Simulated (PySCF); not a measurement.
# Trend along group 6: MH molecules

CCSD(T) with triple-zeta basis sets in PySCF, for the lowest determinant that a PBE0 search found; no spin–orbit coupling. De refers to high-spin ground-configuration atoms.

| M | basis | reference, frozen orbitals | state (unpaired electrons) | Re (Å) | ωe (cm⁻¹) | De (eV) |
| --- | --- | --- | --- | --- | --- | --- |
| Cr | x2c-TZVPPall | UHF, 5 | sextet (σ ↑, π ↑↑, δ ↑↑) | 1.630 | 1750 | 2.23 |
| Mo | def2-TZVPP | ROHF, 0 | sextet (σ ↑, π ↑↑, δ ↑↑) | 1.717 | 1783 | 2.41 |
| W | def2-TZVPP | UHF, 0 | sextet (σ ↑, π ↑↑, δ ↑↑) | 1.713 | 1920 | n/a |

The shortest bond is that of CrH (1.630 Å), the longest that of MoH (1.717 Å).

The rows differ in basis set, which adds steps of its own.

Down a group the atoms grow and get heavier, so bonds lengthen and wavenumbers fall; the exceptions here are the higher wavenumber at W. Relativity and the filled 4f shell contract the atoms of the sixth period.

Correlated steps freeze the inner cores (0 to 5 orbitals); shallow outer-core shells are correlated. De is left out where the level can put another filling of the metal’s s and d shells below the measured ground configuration, by anything from nothing to about 1 eV. UHF and ROHF references stand side by side, which adds small steps between rows. These are scalar-relativistic numbers at best; spin–orbit coupling would shift them, the dissociation energy most. The CCSD T1 diagnostic is raised in CrH, a sign that a single reference may not be enough there. With d or f electrons several states lie close, and the lowest PBE0 determinant need not be the measured ground state.
